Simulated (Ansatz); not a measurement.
Geometry optimisation, Ansatz, RKS PBE/def2-SVP.

Input:

```yaml
crystal:
  periodic: [false, false, false]
  atoms:
    - { symbol: Zr, position_ang: [0.0, 0.0, 0.0] }
    - { symbol: F, position_ang: [0.0, 0.0, 2.33] }
    - { symbol: Cl, position_ang: [2.3764, 0.0, -0.8392] }
    - { symbol: F, position_ang: [-0.9326, 1.6157, -0.6593] }
    - { symbol: F, position_ang: [-0.9326, -1.6157, -0.6593] }
    - { symbol: S, position_ang: [1.4947, 2.2541, 0.8987] }
    - { symbol: H, position_ang: [2.5716, 1.8192, 1.6804] }
    - { symbol: H, position_ang: [0.722, 1.0888, 2.1468] }
basis:
  gaussian: { orbitals: def2-SVP }
hamiltonian:
  xc: pbe
relax:
  f_tol: 0.15
  max_steps: 25
  restrain:
    - { distance: [0, 5], at: 2.55, k: 30.0 }
    - { distance: [7, 1], at: 0.92, k: 30.0 }
    - { distance: [0, 1], at: 3.18, k: 30.0 }
    - { distance: [7, 5], at: 2.6, k: 30.0 }
output:
  orbitals: {}
```

Command:

```bash
$ ansatz run input.yaml --threads 4 --pin off --max-ram 5120MiB --backend cpu --events-out ev --progress --plain --runs-dir out
```

Question: Where does it end, and by what steps?

Answer: The run converged. The restraints hold the end off the free minimum. After 20 steps the energy has fallen by 1.600 eV (the restraints' own energy left out); F5 moved furthest, 1.52 Å. Parted: Zr1–F2 (2.33 → 3.17 Å). Joined: F2–H8 (1.32 → 0.94 Å).

```tsv
step	energy less start (eV)	largest force component (eV/Å)	accepted
0	0.0000	2.888	yes
1	0.3189	2.574	yes
2	0.4028	2.455	yes
3	-0.1033	2.172	yes
4	-0.7203	1.117	yes
5	-1.0311	1.033	yes
6	-1.2616	0.582	yes
7	-1.3801	0.564	yes
8	-1.4114	0.489	yes
9	-1.4308	0.725	yes
10	-1.4663	0.348	yes
11	-1.5001	0.498	yes
12	-1.5215	0.533	yes
13	-1.5402	1.194	yes
14	-1.5695	0.812	yes
15	-1.5586	1.392	no
16	-1.5851	0.664	yes
17	-1.5921	0.558	yes
18	-1.5970	0.628	yes
19	-1.5958	0.607	no
20	-1.6003	0.627	yes
```

```xyz
8
Properties=species:S:1:pos:R:3
Zr 0.242 0.545 -0.300
F 0.774 -0.705 2.563
Cl 2.164 -0.715 -0.793
F -0.161 1.460 -1.911
F -1.346 -0.395 0.140
S 0.718 2.366 1.397
H 2.029 2.412 0.995
H 0.880 0.194 2.807
```

Run time: 29 s on 4 threads of Arm Neoverse V2, with other jobs on the host, peak memory 0.18 GiB.
